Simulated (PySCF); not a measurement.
C2H5FN2Si, SMILES [Si@H]1(N)[C@H](N=C1)F.

The structure is a stationary point at PBE-D3(BJ)/def2-SVP. The structure was generated by enumeration; whether it is a known compound was not checked. Other conformers were not sampled.

These are TDDFT-ωB97X/def2-SVPD in PySCF values and carry that method's errors.

Vertical excitations. Gas-phase values at a fixed geometry.

```
state  energy (eV)  λ (nm)      f                                                                main pairs
-----  -----------  ------  -----  ------------------------------------------------------------------------
S1            4.21     294  0.000                                                            HOMO→LUMO 84 %
S2            5.48     226  0.000                                                          HOMO−1→LUMO 77 %
S3            6.90     180  0.026    HOMO−1→LUMO+1 33 %, HOMO→LUMO+1 29 %, HOMO→LUMO+2 8 %, HOMO−2→LUMO 7 %
S4            7.09     175  0.014                    HOMO→LUMO+2 50 %, HOMO−1→LUMO+1 15 %, HOMO−2→LUMO 15 %
S5            7.19     172  0.019    HOMO→LUMO+2 27 %, HOMO→LUMO+1 25 %, HOMO→LUMO+3 11 %, HOMO→LUMO+5 10 %
S6            7.64     162  0.067  HOMO−2→LUMO 33 %, HOMO−1→LUMO+2 27 %, HOMO−1→LUMO+1 8 %, HOMO−4→LUMO 8 %
S7            7.76     160  0.026   HOMO→LUMO+3 34 %, HOMO−1→LUMO+2 24 %, HOMO−3→LUMO 19 %, HOMO→LUMO+4 6 %
S8            7.81     159  0.032   HOMO−1→LUMO+2 30 %, HOMO→LUMO+3 20 %, HOMO→LUMO+5 11 %, HOMO−2→LUMO 9 %
S9            7.85     158  0.047   HOMO−3→LUMO 43 %, HOMO→LUMO+3 8 %, HOMO−1→LUMO+2 7 %, HOMO−1→LUMO+1 7 %
S10           8.15     152  0.018                                      HOMO−4→LUMO 55 %, HOMO−1→LUMO+3 11 %
T1            3.44     360      0                                                            HOMO→LUMO 80 %
T2            4.69     264      0                      HOMO−3→LUMO 43 %, HOMO−2→LUMO 23 %, HOMO−1→LUMO 19 %
T3            5.32     233      0                        HOMO−1→LUMO 53 %, HOMO−3→LUMO 29 %, HOMO→LUMO 10 %
T4            6.54     190      0    HOMO−1→LUMO+1 29 %, HOMO→LUMO+1 28 %, HOMO−2→LUMO 6 %, HOMO→LUMO+3 6 %
```
Triplets are in the Tamm–Dancoff approximation, which puts them higher than full response would, so one can lie above its singlet here.
